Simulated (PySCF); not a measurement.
## Working with the constants of LiAs

UHF-CCSD(T) constants of LiAs, ³Σ⁻ (triplet), unpaired electrons π ↑↑ (Li pcseg-2, As pcseg-2; no relativity (PySCF 2.14); masses 7.0160 and 74.9216 u):

* ωe: 443.7 cm⁻¹
* ωexe: 2.75 cm⁻¹
* Be: 0.45134 cm⁻¹
* αe: 0.00476 cm⁻¹
* D (centrifugal): 1.87e-06 cm⁻¹
* De to Li + As: 1.58 eV

(1) Give the vibrational terms G(v) and spacings up to v = 6.

(2) How well does the Morse estimate ωe²/(4ωexe) reproduce De, and what is D0?

Correlated steps freeze 9 core orbitals. Spin–orbit coupling is left out. The state was picked by a PBE0 search and need not be the measured ground state.

Results:

(1) G(v) = ωe(v+½) − ωexe(v+½)².

```tsv
v	G(v) (cm⁻¹)	G(v) − G(v−1)	Bv (cm⁻¹)
0	221.2		0.4490
1	659.4	438.2	0.4442
2	1092.1	432.7	0.4394
3	1519.3	427.2	0.4347
4	1941.0	421.7	0.4299
5	2357.2	416.2	0.4252
6	2767.9	410.7	0.4204
```

(2) It gives 2.22 eV, 140 % of the computed De. D0 = De − G(0) = 1.58 − 0.03 = 1.55 eV.
